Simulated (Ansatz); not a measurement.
Ansatz (a program for electronic structure) input:

Ansatz 0.2 input:
```yaml
crystal:
  periodic: [false, false, false]
  atoms:
    - {symbol: Si, position_ang: [0.00128386, 0.00181297, 0.08377850]}
    - {symbol: Cl, position_ang: [-0.06676282, -0.13959583, 2.08362894]}
    - {symbol: Br, position_ang: [-0.84996833, 1.90257967, -0.63551308]}
    - {symbol: Br, position_ang: [2.06553583, -0.10542918, -0.67937027]}
    - {symbol: Br, position_ang: [-1.12898162, -1.61776929, -0.89356320]}
basis:
  gaussian:
    orbitals: def2-TZVP
hamiltonian:
  xc: b3lyp
  dispersion: d3bj
relax: {f_tol: 0.002, max_steps: 150}
```

**Question.** Which total energy does the run end on?

**Answer.** -8472.51228 Eh (B3LYP-D3(BJ)/def2-TZVP). The basis has 218 functions. The run takes roughly 90 core-seconds.
